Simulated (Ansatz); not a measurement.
Gas-phase electronic energies from Ansatz, PBE0-D4/def2-TZVP geometries. CCSD(T)/CBS is the MP2 limit (def2-TZVPP, def2-QZVPP) plus CCSD(T) − MP2 in def2-TZVPP, frozen cores. Functionals use def2-TZVPP. For Br outer-core shells are correlated without core-valence functions, which leaves a few kJ/mol of doubt a bond. Scalar relativity is left out up to krypton. Each species was taken in one conformer, which may not be the lowest.

Reaction (redistribution): `CB(O)Br` + `CB(N)S` → `CB(N)Br` + `CB(O)S`

```json
{"level": "revPBE-D4", "ΔE (kcal/mol)": "-0.3", "difference from CCSD(T)/CBS": "0.3"}
{"level": "BLYP-D4", "ΔE (kcal/mol)": "-0.3", "difference from CCSD(T)/CBS": "0.3"}
{"level": "r2SCAN-D4", "ΔE (kcal/mol)": "-0.5", "difference from CCSD(T)/CBS": "0.1"}
{"level": "B97M-V", "ΔE (kcal/mol)": "-0.5", "difference from CCSD(T)/CBS": "0.1"}
{"level": "r2SCANh-D4", "ΔE (kcal/mol)": "-0.5", "difference from CCSD(T)/CBS": "0.1"}
{"level": "r2SCAN0-D4", "ΔE (kcal/mol)": "-0.6", "difference from CCSD(T)/CBS": "0.0"}
{"level": "LC-ωPBE", "ΔE (kcal/mol)": "-0.6", "difference from CCSD(T)/CBS": "0.0"}
{"level": "CCSD/def2-SVP", "ΔE (kcal/mol)": "-0.7", "difference from CCSD(T)/CBS": "-0.1"}
{"level": "HF/def2-QZVPP", "ΔE (kcal/mol)": "-0.6", "difference from CCSD(T)/CBS": "0.0"}
{"level": "MP2/CBS(def2)", "ΔE (kcal/mol)": "-0.6", "difference from CCSD(T)/CBS": "0.0"}
{"level": "CCSD(T)/CBS", "ΔE (kcal/mol)": "-0.6", "difference from CCSD(T)/CBS": "0"}
```

What do rigid-rotor, harmonic-oscillator terms from PBE0-D4/def2-TZVP frequencies (298.15 K, 1 bar) make of the CCSD(T)/CBS value? (An estimate is asked.)

Computed: ΔZPE = +0.1 kcal/mol, ΔH = -0.6 kcal/mol, ΔS = -3 J/(mol·K), ΔG = -0.3 kcal/mol. Modes under 50 cm⁻¹ make the entropy rough.

Largest T1 diagnostic among the species: 0.012.

Leaving LDA and LC-ωPBE aside and taking each functional with its dispersion term where it has one, the values, not all of them listed here, spread over 0.3 kcal/mol, from PBE-QIDH to revPBE-D4.
